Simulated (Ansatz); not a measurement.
C9H6N4, SMILES C1=CC2=CC=NC3=CC=NC(=N1)N23. Atoms are numbered in the order given.

```xyz
19

C     -1.7463    -2.0653     0.0000
C     -2.2635    -0.7780     0.0000
C     -1.3670     0.2948     0.0000
C     -1.7369     1.6572     0.0000
C     -0.7447     2.6115     0.0000
N      0.5572     2.3288     0.0000
C      0.9257     1.0533     0.0000
C      2.2852     0.6846     0.0000
C      2.6141    -0.6518     0.0000
N      1.7245    -1.6418     0.0000
C      0.4339    -1.3517     0.0000
N     -0.4578    -2.3482     0.0000
N     -0.0062     0.0013     0.0000
H     -2.4286    -2.9244     0.0000
H     -3.3340    -0.5791     0.0000
H     -2.7948     1.9160     0.0000
H     -1.0065     3.6759     0.0000
H      3.0217     1.4857     0.0000
H      3.6677    -0.9548     0.0000
```
Charge 0, spin multiplicity 1.

Geometry optimised at PBE0-D3(BJ)/def2-SVP.

Two levels are set side by side: PBE-D3(BJ)/def2-SVP (Ansatz, a first-principles code) and PBE0-D3(BJ)/def2-SVP (Ansatz). Each level has its own optimised geometry; the coordinates shown are those of the second. Differences are taken from unrounded values.

```
quantity              PBE0-D3(BJ)
--------------------  -----------
mean bond length (Å)        1.291
bond C1–C2 (Å)              1.387
bond C1–N12 (Å)             1.319
bond C2–C3 (Å)              1.398
bond C3–C4 (Å)              1.412
bond C3–N13 (Å)             1.392
bond C4–C5 (Å)              1.377
bond C5–N6 (Å)              1.332
bond N6–C7 (Å)              1.328
bond C7–C8 (Å)              1.409
bond C7–N13 (Å)             1.405
bond C8–C9 (Å)              1.376
bond C9–N10 (Å)             1.331
bond N10–C11 (Å)            1.323
bond C11–N12 (Å)            1.337
bond C11–N13 (Å)            1.423
bond C1–H14 (Å)             1.097
```

Task: What does PBE-D3(BJ) give, and how far is it from PBE0-D3(BJ)? (An estimate is asked for; the answer gives what the named calculation found.)

Result: 
```json
[
 {"quantity": "mean bond length (Å)", "PBE-D3(BJ)": "1.301", "PBE-D3(BJ) minus PBE0-D3(BJ)": "0.011"},
 {"quantity": "bond C1–C2 (Å)", "PBE-D3(BJ)": "1.396", "PBE-D3(BJ) minus PBE0-D3(BJ)": "0.009"},
 {"quantity": "bond C1–N12 (Å)", "PBE-D3(BJ)": "1.333", "PBE-D3(BJ) minus PBE0-D3(BJ)": "0.014"},
 {"quantity": "bond C2–C3 (Å)", "PBE-D3(BJ)": "1.410", "PBE-D3(BJ) minus PBE0-D3(BJ)": "0.011"},
 {"quantity": "bond C3–C4 (Å)", "PBE-D3(BJ)": "1.420", "PBE-D3(BJ) minus PBE0-D3(BJ)": "0.008"},
 {"quantity": "bond C3–N13 (Å)", "PBE-D3(BJ)": "1.403", "PBE-D3(BJ) minus PBE0-D3(BJ)": "0.011"},
 {"quantity": "bond C4–C5 (Å)", "PBE-D3(BJ)": "1.388", "PBE-D3(BJ) minus PBE0-D3(BJ)": "0.012"},
 {"quantity": "bond C5–N6 (Å)", "PBE-D3(BJ)": "1.343", "PBE-D3(BJ) minus PBE0-D3(BJ)": "0.011"},
 {"quantity": "bond N6–C7 (Å)", "PBE-D3(BJ)": "1.341", "PBE-D3(BJ) minus PBE0-D3(BJ)": "0.013"},
 {"quantity": "bond C7–C8 (Å)", "PBE-D3(BJ)": "1.417", "PBE-D3(BJ) minus PBE0-D3(BJ)": "0.009"},
 {"quantity": "bond C7–N13 (Å)", "PBE-D3(BJ)": "1.419", "PBE-D3(BJ) minus PBE0-D3(BJ)": "0.014"},
 {"quantity": "bond C8–C9 (Å)", "PBE-D3(BJ)": "1.388", "PBE-D3(BJ) minus PBE0-D3(BJ)": "0.012"},
 {"quantity": "bond C9–N10 (Å)", "PBE-D3(BJ)": "1.342", "PBE-D3(BJ) minus PBE0-D3(BJ)": "0.011"},
 {"quantity": "bond N10–C11 (Å)", "PBE-D3(BJ)": "1.336", "PBE-D3(BJ) minus PBE0-D3(BJ)": "0.013"},
 {"quantity": "bond C11–N12 (Å)", "PBE-D3(BJ)": "1.347", "PBE-D3(BJ) minus PBE0-D3(BJ)": "0.010"},
 {"quantity": "bond C11–N13 (Å)", "PBE-D3(BJ)": "1.440", "PBE-D3(BJ) minus PBE0-D3(BJ)": "0.018"},
 {"quantity": "bond C1–H14 (Å)", "PBE-D3(BJ)": "1.106", "PBE-D3(BJ) minus PBE0-D3(BJ)": "0.009"}
]
```

Exact exchange shortens and stiffens bonds; PBE has none. Differences between two approximate levels are no errors against the true value.
